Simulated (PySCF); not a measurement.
**Spinor energies of Ta⁶⁰⁺ (tantalum, charge +60)**

Start: [Ne] 3s2 3p1; 3p3/2 filled at m_j = +3/2. Calculated with PySCF 2.14 in an uncontracted even-tempered set (18 s from 19 bohr⁻², ratio 2.4; 14 p from 24 bohr⁻², ratio 2.4; 4 d from 81 bohr⁻², ratio 2.6; 4 f from 120 bohr⁻², ratio 2.6): generalised Hartree-Fock with the X2C-1e Hamiltonian and a Gaussian nucleus; one run each with spin-orbit coupling (SO) screened by Boettger's factors, then bare. This is a chosen level, not necessarily the ground level.

```json
{"spinor shell": "1s1/2", "electrons": "2", "ε, screened SO (eV)": "-72705.5", "ε, bare SO (eV)": "-72704.7", "weight of nominal j (bare SO)": "1.000", "rms radius, bare SO (bohr)": "0.0211"}
{"spinor shell": "2s1/2", "electrons": "2", "ε, screened SO (eV)": "-16457.5", "ε, bare SO (eV)": "-16457.4", "weight of nominal j (bare SO)": "1.000", "rms radius, bare SO (bohr)": "0.0839"}
{"spinor shell": "2p1/2", "electrons": "2", "ε, screened SO (eV)": "-15964.7", "ε, bare SO (eV)": "-15996.0", "weight of nominal j (bare SO)": "1.000", "rms radius, bare SO (bohr)": "0.0712"}
{"spinor shell": "2p3/2", "electrons": "4", "ε, screened SO (eV)": "-14657.2", "ε, bare SO (eV)": "-14647.3", "weight of nominal j (bare SO)": "1.000", "rms radius, bare SO (bohr)": "0.0783"}
{"spinor shell": "3s1/2", "electrons": "2", "ε, screened SO (eV)": "-6658.4", "ε, bare SO (eV)": "-6658.3", "weight of nominal j (bare SO)": "1.000", "rms radius, bare SO (bohr)": "0.201"}
{"spinor shell": "3p3/2", "electrons": "1", "ε, screened SO (eV)": "-6163.7", "ε, bare SO (eV)": "-6161.0", "weight of nominal j (bare SO)": "1.000", "rms radius, bare SO (bohr)": "0.201"}
```

| quantity | screened SO | bare SO |
| --- | --- | --- |
| E (hartree) | -11468.29947 | -11469.05051 |
| M_J | 3/2 | 3/2 |
| ⟨J²⟩ | 3.750 | 3.750 |
| ⟨L²⟩ | 2.029 | 2.031 |
| ⟨S²⟩ | 0.779 | 0.781 |

Each row is a mean over spinors that exchange with the open shell spreads, by up to 28.125 eV (3s1/2).

Breit and QED terms are absent; they matter most for the inner s and p1/2 levels.

Densities and radii are taken from the X2C orbitals without a picture-change correction, which distorts them close to the nucleus.
